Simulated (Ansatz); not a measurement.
Ansatz results at the PBE0-D4/def2-TZVP geometry: HOMO energy (B3LYP/def2-TZVPP) -9.40 eV; size of the dipole moment (ωB97M-V/def2-TZVPP) 0.06 D; LUMO energy (PBE/def2-TZVPP) -2.69 eV.

(1) Which molecule gave them?
A. `[F][Hf]([Cl])([Cl])[Cl]`
B. `[OH][Hf]([F])([Cl])[Cl]`
C. `C[O][Hf]([NH2])([OH])[O][SiH3]`
D. `CC[N](C)[Hf]([F])([F])[N](C)CC`

Results:

(1) A. The others give `[OH][Hf]([F])([Cl])[Cl]`: -9.07, 2.84, -1.97; `C[O][Hf]([NH2])([OH])[O][SiH3]`: -6.80, 2.11, -0.84; `CC[N](C)[Hf]([F])([F])[N](C)CC`: -6.24, 2.67, -0.71.

B3LYP here is the variant with VWN-RPA as its local correlation; programs differ in this.
